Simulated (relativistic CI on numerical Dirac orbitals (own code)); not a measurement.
# Sm2+ (4f6) in a crystal field

Calculated by Dirac-Coulomb-Breit CI, orbitals from a KLI potential per configuration, QED by a radiative potential, valence Slater integrals scaled by 0.85, one configuration in a parametric crystal field (own radial code).

Field parameters in Wybourne normalisation; cubic f-shell fields have B⁴₄ = √(5/14) B⁴₀ and B⁶₄ = −√(7/2) B⁶₀. The field is a parameter set, without covalency.

S and J are read from ⟨S²⟩ = S(S + 1) and ⟨J²⟩ = J(J + 1) of each level; they are not fictitious spins.

Oh, B40 = -760, B60 = -80 cm⁻¹, the lowest 16 levels:

```
E (cm⁻¹)  Degeneracy  Irrep     S     J
     0.0           1     A1  2.95  0.07
     291           3     T1  2.96  1.03
     760           3     T2  2.97  2.03
     891           2      E  2.97  2.01
    1480           3     T1  2.98  3.01
    1525           3     T2  2.98  3.00
    1540           1     A2  2.98  3.01
    2232           1     A1  2.98  4.00
    2247           3     T1  2.98  4.00
    2256           2      E  2.98  4.00
    2398           3     T2  2.98  4.00
    3078           3     T1  2.98  5.00
    3125           3     T2  2.98  5.02
    3196           2      E  2.98  5.00
    3221           3     T1  2.98  5.00
    3975           1     A1  2.97  5.99
```

D4h, B20 = -190, B40 = 340, B44 = -480, B60 = -180, B64 = 440 cm⁻¹, the lowest 16 levels:

| E (cm⁻¹) | Degeneracy | Irrep | S | J |
| --- | --- | --- | --- | --- |
| 0.0 | 1 | A1 | 2.95 | 0.08 |
| 253 | 1 | A2 | 2.96 | 1.04 |
| 313 | 2 | E | 2.96 | 1.03 |
| 765 | 1 | B2 | 2.97 | 2.02 |
| 766 | 1 | A1 | 2.97 | 2.02 |
| 822 | 2 | E | 2.97 | 2.03 |
| 898 | 1 | B1 | 2.97 | 2.01 |
| 1483 | 1 | B1 | 2.98 | 3.02 |
| 1489 | 2 | E | 2.98 | 3.00 |
| 1492 | 1 | B2 | 2.98 | 3.01 |
| 1496 | 1 | A2 | 2.98 | 3.01 |
| 1540 | 2 | E | 2.98 | 3.01 |
| 2166 | 1 | B1 | 2.98 | 4.00 |
| 2240 | 2 | E | 2.98 | 4.00 |
| 2289 | 1 | A1 | 2.98 | 4.00 |
| 2303 | 1 | A2 | 2.98 | 4.01 |

The next free-ion level lies 293 cm⁻¹ above the lowest; the ground level cannot split, and the field only mixes in higher J.

Levels of this model without a field, named by their leading LS term: 7F_0 0, 7F_1 293, 7F_2 816, 7F_3 1499, 7F_4 2289, 7F_5 3147, 7F_6 4045, 5D_0 14383 cm⁻¹.
